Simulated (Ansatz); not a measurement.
C₂H₆BrFO₂Si (SMILES CO[Si](F)(Br)OC), singlet, at a GFN2-xTB geometry, with bond 10-1 at 1.8 times its length; CASSCF(6,5)/STO-3G in Ansatz (a first-principles code).

Ansatz was given this input:
Ansatz 0.2 input:
```yaml
crystal:
  periodic: [false, false, false]
  atoms:
    - {symbol: C, position_ang: [-1.86543844, 1.93222947, 0.15279965]}
    - {symbol: O, position_ang: [-0.62911001, 1.61362220, -0.42626280]}
    - {symbol: Si, position_ang: [0.34579209, 0.35618582, -0.25875976]}
    - {symbol: F, position_ang: [1.09764334, 0.34351981, -1.66613077]}
    - {symbol: Br, position_ang: [-0.75864956, -1.48239979, 0.04065393]}
    - {symbol: O, position_ang: [1.39444577, 0.31648756, 0.94872880]}
    - {symbol: C, position_ang: [2.51062258, 1.12182349, 1.21956823]}
    - {symbol: H, position_ang: [-2.50378295, 1.04789157, 0.21696293]}
    - {symbol: H, position_ang: [-2.34076633, 2.67921229, -0.48221700]}
    - {symbol: H, position_ang: [-1.60474903, 2.66981090, 1.95624273]}
    - {symbol: H, position_ang: [3.00107159, 0.71039227, 2.10101785]}
    - {symbol: H, position_ang: [2.20243815, 2.15022909, 1.41564235]}
    - {symbol: H, position_ang: [3.20071480, 1.11079465, 0.37487209]}
basis:
  gaussian:
    orbitals: STO-3G
hamiltonian:
  xc: hf
magnetization: {spin_polarized: false}
correlation: {active_space: {window: {electrons: 6, orbitals: 5}}}
```

The log (banner, timings and long lists left out):

```
Functional definition: HF
723 factors; integrals over basis functions are off by at most 3.9e-5 eV
mean field evaluation 1: about -85825.2143 eV, gradient 3.4e1 eV
mean field evaluation 2: about -85825.4375 eV, gradient 3.4e1 eV
mean field evaluation 4: about -85830.3103 eV, gradient 2.7e0 eV
mean field evaluation 8: about -85830.3427 eV, gradient 2.4e-4 eV
mean field -85830.34272613 eV, -3154.2069172894 hartree, gradient 1.7e-6 eV, S^2 0.000000; 0 other end points of the search recorded, 0 dependent functions left out
reference -85830.34272613 eV, -3154.2069172894 hartree; 46, 46 occupied and 12, 12 virtual orbitals, 723 factors
state -85833.39124143 eV, -3154.3189481603 hartree
2 active orbitals were swapped for others, from the solution at -85833.05007271 eV, -3154.3064104410 hartree to that at -85833.39124143 eV, -3154.3189481603 hartree; typed "places" are swapped only where nearly empty or full, and so, without "given_window_search", are "orbital_numbers", "shells" and a window whose orbitals a file names under [Active]
Total energy: -85833.39124143 eV, -3154.3189481603 hartree
```
